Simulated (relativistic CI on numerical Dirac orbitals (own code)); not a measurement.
# Transition arrays of Cd²³⁺

These numbers are calculated, not measured: Dirac-Coulomb-Breit CI, orbitals from a KLI potential per configuration, a model potential for QED, valence Slater integrals scaled by 0.9, whole transition arrays (own radial code, finite nucleus).

Configuration list (outside the closed core [Ne] 3s2): 3p6.3d7, 3p6.3d6.4f, 3p5.3d8, 3p6.3d6.4p, 3p6.3d6.5f. Levels of other configurations are missing.

All E1 lines from the levels of 3p6.3d7; mean and standard deviation are weighted by gf, and upper levels are sorted by their leading configuration.

| Upper configuration | Lines | Σgf | Mean (eV) | Mean (nm) | σ (eV) | Strongest line (nm) |
| --- | --- | --- | --- | --- | --- | --- |
| 3p6.3d6.4f | 2825 | 561.3 | 671.31 | 1.847 | 6.70 | 1.832 |
| 3p5.3d8 | 466 | 66.9 | 219.39 | 5.651 | 18.06 | 5.136 |
| 3p6.3d6.4p | 1718 | 37.3 | 518.66 | 2.390 | 6.31 | 2.403 |
| 3p6.3d6.5f | 2825 | 208.8 | 851.47 | 1.456 | 7.40 | 1.443 |

Σgf per state of the lower configuration in bins of 0.1 nm over the central range (centre: value): 1.45: 1.74, 1.85: 4.59, 1.95: 0.09, 2.35: 0.21, 2.45: 0.10, 5.15: 0.08, 5.35: 0.05.

Question: How do configuration mixing and the scaling of the Slater integrals move the arrays?

Answer: Slater scale 0.9, no configuration mixing: 3p6.3d6.4f 671.8 ± 6.8 eV (Σgf 585.0), 3p5.3d8 220.1 ± 18.2 eV (Σgf 73.1), 3p6.3d6.4p 518.8 ± 6.3 eV (Σgf 34.2), 3p6.3d6.5f 850.9 ± 7.4 eV (Σgf 160.9); Slater scale 1: 3p6.3d6.4f 672.7 ± 7.2 eV (Σgf 563.3), 3p5.3d8 220.3 ± 18.8 eV (Σgf 66.4), 3p6.3d6.4p 518.8 ± 6.9 eV (Σgf 37.6), 3p6.3d6.5f 852.1 ± 8.0 eV (Σgf 209.8); Slater scale 0.8: 3p6.3d6.4f 669.9 ± 6.2 eV (Σgf 559.2), 3p5.3d8 218.5 ± 17.4 eV (Σgf 67.3), 3p6.3d6.4p 518.5 ± 5.8 eV (Σgf 36.9), 3p6.3d6.5f 850.9 ± 6.8 eV (Σgf 207.8). With mixing, levels are counted to their leading configuration, so an array can shrink or vanish into another, and the sums then hold other lines.
